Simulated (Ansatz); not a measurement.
C2H10BNSi can be A, `CBN[SiH2]C`, or B, `BN(C)[SiH2]C`.

Calculated with Ansatz (gas phase, PBE0-D4/def2-TZVP geometries, no zero-point term in ΔE). CCSD(T)/CBS is the MP2 limit (def2-TZVPP, def2-QZVPP) plus CCSD(T) − MP2 in def2-TZVPP, frozen cores. Functionals use def2-TZVPP. B3LYP here is the variant with VWN-RPA as its local correlation; programs differ in this. One conformer a species, not always the lowest.

A:

Z-matrix (Å, degrees):
```
C
B 1 1.569
H 1 1.096 2 109.5
H 1 1.095 2 110.2 3 115.4
H 1 1.093 2 115.7 3 -122.0
N 2 1.406 1 122.9 3 116.4
H 2 1.204 1 119.6 3 -63.2
Si 6 1.748 2 128.1 1 -0.3
H 6 1.009 2 116.2 1 -179.8
C 8 1.864 6 112.4 2 -70.2
H 8 1.489 6 106.0 2 169.4
H 8 1.487 6 109.9 2 52.1
H 10 1.092 8 110.9 6 60.5
H 10 1.093 8 110.6 6 -179.6
H 10 1.093 8 110.8 6 -59.5
```

B:

```xyz
15

B    -1.739   -0.874    0.785
N    -0.662   -0.022    0.540
C     0.118    0.553    1.629
Si   -0.163    0.412   -1.087
C     1.525   -0.274   -1.486
H    -2.035   -1.140    1.917
H    -2.350   -1.326   -0.141
H     1.159    0.214    1.598
H    -0.308    0.255    2.587
H     0.122    1.647    1.575
H    -1.184   -0.102   -2.030
H    -0.110    1.900   -1.160
H     1.819    0.016   -2.498
H     1.524   -1.365   -1.431
H     2.285    0.105   -0.799
```

Which is lower in electronic energy at CCSD(T)/CBS, and by how much? (An estimate is asked.)

The calculation gave: A, by 18.6 kcal/mol.

Give E(B) − E(A) in kcal/mol with BLYP-D4, PBE0-D4, PBE-D4, B3LYP, B3LYP-D4, r2SCAN-D4, CCSD/def2-TZVPP. (Estimate.)

Computed: BLYP-D4 17.7, PBE0-D4 19.1, PBE-D4 18.6, B3LYP 18.7, B3LYP-D4 18.3, r2SCAN-D4 19.8, CCSD/def2-TZVPP 18.3. None reverses the order clearly.

Does the order hold for the free energy at 298.15 K (harmonic terms from PBE0-D4)? (Estimate.)

Computed: Yes: G(B) − G(A) = +18.5 kcal/mol, for one conformer each. Modes under 60 cm⁻¹, often nearly free rotors, make the harmonic entropy too high.

Largest T1 diagnostic: 0.012.

From BLYP to BHLYP (50 % exact exchange), in def2-TZVPP and without D4, E(B) − E(A) moves by +0.7 kcal/mol. Leaving LDA and LC-ωPBE aside and taking each functional with its dispersion term where it has one, the values, not all of them listed here, spread over 3.1 kcal/mol, from BLYP-D4 to B97M-V.
